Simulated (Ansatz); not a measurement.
The same ligand exchange along the group F, Cl, Br.

Program: Ansatz. Geometries: PBE0-D4/def2-TZVP. ΔE: electronic, gas phase. CBS: MP2 limit from def2 TZ/QZ plus the TZ coupled-cluster correction, frozen cores. This one scheme is used for every species. For Br, Ge outer-core shells are correlated without core-valence functions, which leaves a few kJ/mol of doubt a bond. Scalar relativity is left out up to krypton. Each species was taken in one conformer, which may not be the lowest.

(1) Order these by ΔE at CCSD(T)/CBS, lowest first. (Best estimate.)
A. `[NH2][Ge][Br]` + H₂S → `[NH2][Ge][SH]` + HBr
B. `[NH2][Ge][Cl]` + H₂S → `[NH2][Ge][SH]` + HCl
C. `[NH2][Ge][F]` + H₂S → `[NH2][Ge][SH]` + H–F

Largest T1 diagnostic: 0.014, for `[NH2][Ge][F]`.

Results:

(1) C (+0.17 eV), B (+0.31 eV), A (+0.41 eV).
